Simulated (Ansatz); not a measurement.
Cost and result for the atomization energy of `O[Si@H](F)N[Si@H](O)Cl` (12 atoms, 11 bonds).

```xyz
12

O    -0.167   -1.032    1.553
Si    1.069   -0.904    0.477
F     2.254   -0.153    1.234
N     0.463   -0.052   -0.860
Si   -0.787    1.134   -0.950
O    -1.501    1.262    0.499
Cl   -2.086    0.534   -2.429
H     0.063   -1.181    2.472
H     1.622   -2.204    0.056
H     0.837   -0.348   -1.752
H    -0.317    2.468   -1.359
H    -1.449    0.476    1.058
```

Total charge 0; spin multiplicity 1. All single points use the PBE0-D4/def2-TZVP geometry. It is one conformer, not always the lowest. Program: Ansatz. All runs use 2 threads of an AMD EPYC 7R13 on a shared host and a share of an NVIDIA H100 80 GB. Times are those of one run each, without the atoms' runs, and a repeat can differ threefold. Electronic energies, without spin–orbit coupling; frozen cores. CCSD(T)/CBS adds CCSD(T) − MP2 in def2-TZVPP to the MP2 limit, and its time is that of the two runs behind it. T1 = 0.011. B3LYP takes the VWN-RPA correlation (the form of Gaussian; ORCA's B3LYP/G).

CCSD(T)/CBS is a level of theory with its own doubt, some kJ/mol a heavy atom from the limit and from the frozen cores, so smaller differences don't rank the functionals.

```csv
level,functions,atomization (kcal/mol),difference from CCSD(T)/CBS,per bond
PBE0-D4/def2-TZVPP,320,1101.0,-20.4,-1.9
MP2/def2-QZVPP,588,1139.7,18.3,1.7
CCSD(T)/CBS(def2),–,1121.4,0.0,0.0
ωB97X-V/def2-TZVPP,320,1119.3,-2.1,-0.2
B3LYP-D4/def2-TZVPP (with forces),320,1107.6,-13.8,-1.3
PBE-D4/def2-TZVPP (with forces),320,1124.0,2.6,0.2
r2SCAN-D4/def2-TZVPP (with forces),320,1114.3,-7.1,-0.6
CCSD(T)/def2-TZVPP,320,1082.5,-38.9,-3.5
B2PLYP/def2-TZVPP,320,1099.7,-21.7,-2.0
ωB97M-V/def2-TZVPP (with forces),320,1120.2,-1.2,-0.1
```

Question: Order the runs by time, with rough figures. (An estimate is asked.)

Answer: Computed: ωB97X-V/def2-TZVPP 5.5 s; ωB97M-V/def2-TZVPP (with forces) 5.5 s; B3LYP-D4/def2-TZVPP (with forces) 6 s; PBE0-D4/def2-TZVPP 6.5 s; B2PLYP/def2-TZVPP 6.5 s; PBE-D4/def2-TZVPP (with forces) 8 s; CCSD(T)/def2-TZVPP 8 s; MP2/def2-QZVPP 9 s; r2SCAN-D4/def2-TZVPP (with forces) 9.5 s; CCSD(T)/CBS(def2) 17 s.

In def2-TZVPP, CCSD(T) changes the Hartree–Fock value by +288.2 kcal/mol (the triples alone add +17.9 kcal/mol) and MP2 by +321.8 kcal/mol; breaking electron pairs costs correlation energy, which Hartree–Fock lacks. The D4 term adds +13.5 kcal/mol with B3LYP and +7.2 kcal/mol with PBE0; it sums over pairs of atoms, weighted by their polarisabilities, and B3LYP, whose exchange is more repulsive, gets the larger term. From PBE to PBE0 (25 % exact exchange), in def2-TZVPP and without D4, the atomization energy moves by −21.8 kcal/mol: exact exchange takes away binding that semilocal exchange gives to molecules.
